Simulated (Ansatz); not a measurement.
A nudged elastic band was laid between two geometries of AlF3 + H4Si (9 atoms, charge 0, multiplicity 1).

Method: RKS PBE/def2-SVP in Ansatz 0.2.0.

```json
{"movable images": "5", "climbing image": "yes", "spring": "5.0 eV/Å²", "optimiser": "quadratic models (default)", "start path": "through a guess of the saddle point", "force threshold": "0.03 eV/Å", "iteration limit": "60", "end points": "relaxed"}
```

Image 0:

```xyz
9
Properties=species:S:1:pos:R:3
Al -0.070 0.128 0.216
F 0.308 1.276 1.365
F 1.166 -0.576 -0.676
F -1.614 0.071 -0.413
Si 0.180 -2.733 1.076
H -0.360 -2.972 -0.295
H 1.659 -2.893 1.191
H -0.564 -3.530 2.105
H -0.153 -1.288 1.503
```

Image 6:

```xyz
9
Properties=species:S:1:pos:R:3
Al 0.079 -0.354 -0.176
F -0.211 0.064 1.763
F 1.490 0.486 -0.518
F -1.352 0.188 -0.865
Si 0.200 -2.663 0.642
H -0.873 -3.650 0.280
H 1.533 -3.351 0.726
H -0.109 -2.361 2.143
H -0.204 -0.876 2.075
```

**Question.** What changes between the two ends?

**Answer.** Bonds broken: Si5–H9. Bonds formed: Al1–Si5, F2–H9. AlF3 + H4Si becomes AlF3H4Si.

**Question.** Give the energies along the band, and the barrier.

**Answer.** The forces met the threshold. The highest image is number 4 of 0 to 6, 143.3 kJ/mol above the first end and 30.8 kJ/mol above the last; the last end lies 112.6 kJ/mol above the first. A vibrational analysis at the climbing image gives one clearly imaginary mode, 636i cm⁻¹, and a faint second one (38i cm⁻¹) that may be numerical noise or a soft torsion: probably a first-order saddle point. The orbitals stay closed-shell, which can raise the energy where a bond breaks towards radicals; this wasn't checked here.

```json
{"image": "0", "path coordinate (Å)": "0.00", "energy (kJ/mol)": "0.0", "Si5–H9 (Å)": "1.54", "Al1–Si5 (Å)": "3.00", "F2–H9 (Å)": "2.61"}
{"image": "1", "path coordinate (Å)": "0.59", "energy (kJ/mol)": "2.0", "Si5–H9 (Å)": "1.54", "Al1–Si5 (Å)": "3.04", "F2–H9 (Å)": "2.50"}
{"image": "2", "path coordinate (Å)": "1.17", "energy (kJ/mol)": "10.0", "Si5–H9 (Å)": "1.53", "Al1–Si5 (Å)": "3.08", "F2–H9 (Å)": "2.25"}
{"image": "3", "path coordinate (Å)": "1.76", "energy (kJ/mol)": "62.5", "Si5–H9 (Å)": "1.61", "Al1–Si5 (Å)": "2.84", "F2–H9 (Å)": "1.71"}
{"image": "4", "path coordinate (Å)": "2.34", "energy (kJ/mol)": "143.3", "Si5–H9 (Å)": "1.99", "Al1–Si5 (Å)": "2.58", "F2–H9 (Å)": "1.13"}
{"image": "5", "path coordinate (Å)": "3.07", "energy (kJ/mol)": "120.0", "Si5–H9 (Å)": "2.43", "Al1–Si5 (Å)": "2.46", "F2–H9 (Å)": "0.97"}
{"image": "6", "path coordinate (Å)": "3.80", "energy (kJ/mol)": "112.6", "Si5–H9 (Å)": "2.33", "Al1–Si5 (Å)": "2.45", "F2–H9 (Å)": "0.99"}
```

**Question.** What is the geometry of the highest image?

**Answer.** 
```xyz
9
Properties=species:S:1:pos:R:3:forces:R:3
Al 0.002 -0.256 -0.032 0.00 0.00 -0.02
F -0.011 0.325 1.747 0.00 0.02 0.01
F 1.407 0.223 -0.797 0.01 0.00 0.00
F -1.486 0.067 -0.719 0.00 0.00 0.00
Si 0.156 -2.629 0.971 0.00 0.00 0.02
H -0.674 -3.309 -0.088 0.00 0.00 0.00
H 1.569 -3.135 0.929 0.00 0.00 0.00
H -0.454 -3.000 2.302 0.01 0.00 -0.01
H 0.042 -0.802 1.756 0.00 -0.02 0.00
```

The band took 14 iterations and roughly 2.8 core-minutes.

Run time: 86 s on 2 threads of AMD EPYC 7R43 64-Core Processor (Zen 3), on a shared host, peak memory 0.15 GiB.
